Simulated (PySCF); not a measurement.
Steps of a relaxation of [Pb(OH)3]−

[Pb(OH)3]− (singlet; a saddle point, relaxed within its symmetry). PySCF 2.14.0, RKS PBE0, Pb def2-SVP with ECP60, O def2-SVP, H def2-SVP; non-relativistic Hamiltonian with scalar-relativistic core potentials where named; density fitting; no spin-orbit coupling. Origin of the start: template. Columns: position (Å) and force (eV/Å). Energies are counted from the last step; some of the 19 steps are shown. Forces carry noise of the integration grid, about 0.01 to 0.03 eV/Å.

Run from Python with OMP_NUM_THREADS=2. Where DIIS fails, smearing, a level shift and second-order steps follow.
It took 35 s on 2 threads of Intel(R) Xeon(R) 6975P-C (Granite Rapids) (shared host), from the converged density of the start.

```xyz
7
step 0  E = 2.137 eV
Pb    0.0000    0.0000   -0.0041    -0.02    0.00   -0.79
O     2.1384    0.0000   -0.0041     1.63    0.00    0.21
H     3.0384    0.0000    0.3459     0.02    0.00    0.05
O    -1.0692    1.8519   -0.0041    -0.81    1.41    0.21
H    -1.5192    2.6313    0.3459    -0.01    0.02    0.05
O    -1.0692   -1.8519   -0.0041    -0.81   -1.41    0.21
H    -1.5192   -2.6313    0.3459    -0.01   -0.02    0.05
```

```xyz
7
step 6  E = 0.814 eV
Pb    0.0000    0.0000   -0.9228    -0.02    0.00   -0.01
O     2.0248    0.0000   -0.0836    -1.12    0.00   -2.94
H     2.4354    0.0000    0.7317     0.96    0.00    2.95
O    -1.0124    1.7536   -0.0836     0.57   -0.97   -2.94
H    -1.2177    2.1091    0.7317    -0.48    0.84    2.95
O    -1.0124   -1.7536   -0.0836     0.57    0.97   -2.94
H    -1.2177   -2.1091    0.7317    -0.48   -0.84    2.95
```

```xyz
7
step 12  E = 0.028 eV
Pb    0.0000    0.0000   -1.1792     0.01    0.00   -0.44
O     1.8984    0.0000   -0.1118     0.17    0.00    0.20
H     1.7699    0.0000    0.8453    -0.07    0.00   -0.07
O    -0.9492    1.6441   -0.1118    -0.09    0.15    0.22
H    -0.8850    1.5328    0.8453     0.04   -0.06   -0.06
O    -0.9492   -1.6441   -0.1118    -0.09   -0.15    0.22
H    -0.8850   -1.5328    0.8453     0.04    0.06   -0.06
```

Problem. Where does the relaxation end?

Solution. It converges at step 18 in C3v:
```xyz
7
step 18  E = 0
Pb    0.0000    0.0000   -1.2429
O     1.8634    0.0000   -0.0885
H     1.6134    0.0000    0.8433
O    -0.9317    1.6138   -0.0885
H    -0.8067    1.3972    0.8433
O    -0.9317   -1.6138   -0.0885
H    -0.8067   -1.3972    0.8433
```

Problem. How did the contacts change?

Solution. 
```csv
contact,start (Å),end (Å)
Pb1–O2 (OH),2.138,2.192
Pb1–O4 (OH),2.138,2.192
Pb1–O6 (OH),2.138,2.192
```
